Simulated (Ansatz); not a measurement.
Basis-set extrapolation for `CC(C)OB(N)N` (PBE0-D4/def2-TZVP geometry, frozen core, Ansatz 0.2.0). Multiplicity 1, RHF reference.

```
                      def2-TZVPP   def2-QZVPP
                 HF  -328.734670  -328.750730
    MP2 correlation    -1.285441    -1.374838
CCSD(T) correlation    -1.390254      not run
```

Energies in hartree. Use E(X) = E(∞) + A·exp(−7.88·√X) for Hartree–Fock and E(X) = E(∞) + B·X^(−2.97) for correlation, with X = 3 and 4, and add CCSD(T) minus MP2 of the smaller set to the MP2 limit.

Problem. What is the CCSD(T) energy at the basis-set limit?

Solution. HF limit: -328.750730 + (-0.016060) × 0.13774 = -328.75294. MP2 limit: -1.374838 + (-0.089397) × 0.74074 = -1.44106. Higher-order term: -1.390254 − (-1.285441) = -0.10481. Total: -330.29881 hartree, 109.1 kcal/mol below CCSD(T)/def2-TZVPP.
